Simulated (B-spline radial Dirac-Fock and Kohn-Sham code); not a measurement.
# K-line shifts caused by a second vacancy in V

System: the free vanadium atom, configuration [Ar] 3d5 (not the ground configuration).

Input of the calculation (task.json; shells as n, l, electrons):

```json
{"items": [{
  "Z": 23,
  "q": 0,
  "cfg": [[1, 0, 2], [2, 0, 2], [2, 1, 6], [3, 0, 2], [3, 1, 6], [3, 2, 5]],
  "A": 51,
  "rrms": 3.6002,
  "do": ["binding", "quiet", "double"]
}]}
```

Run with: `python xray_run.py task.json out`

The computed values come from a radial atomic solver: multi-electron Dirac-Fock with separately optimised hole states, Breit and Lamb-shift corrections added in first order. Each two-hole energy is an average over J within one jj subconfiguration, not an observable level; in light atoms, where LS coupling holds, the j-resolved values are not observed lines, and for a K spectator the Kα1 hypersatellite is nearly forbidden. Correlation energy is missing from these numbers.

Lines without a spectator: Kα2 (K-L2) 4945.2 eV, Kα1 (K-L3) 4952.1 eV, Kβ3 (K-M2) 5423.9 eV, Kβ1 (K-M3) 5424.6 eV. Shifts in eV with one spectator hole (a dash: not computed, or left out as unreliable):

```csv
spectator hole,Kα2,Kα1,Kβ3,Kβ1
L2 (2p1/2),+21.09,+25.81,–,+58.3
L3 (2p3/2),+24.44,+23.31,+56.8,–
M2 (3p1/2),–,+1.72,+2.96,+4.17
M3 (3p3/2),+1.61,–,+3.96,+3.63
```

Q: Where does the K-L3 hypersatellite lie, emitted when both K electrons are missing?

A: +240.0 eV from the normal line, at 5192.1 eV. Removing both K electrons costs 11246.5 eV, which is 312.6 eV more than twice the K binding energy. In light atoms the observed hypersatellite is the ¹S₀ → ¹P₁ component, which lies below this average, and the triplet component is nearly forbidden.

With n spectator holes in 2p, averaged over the 2p shell (energies in eV):

```tsv
n	KαLⁿ	step	hypersatellite KαʰLⁿ
0	4949.8	–	5189.3
1	4973.9	+24.1	5214.5
2	4999.0	+25.1	5240.7
3	5025.0	+26.1	5267.9
4	5052.1	+27.1	5296.2
5	5080.4	+28.2	5325.6
```
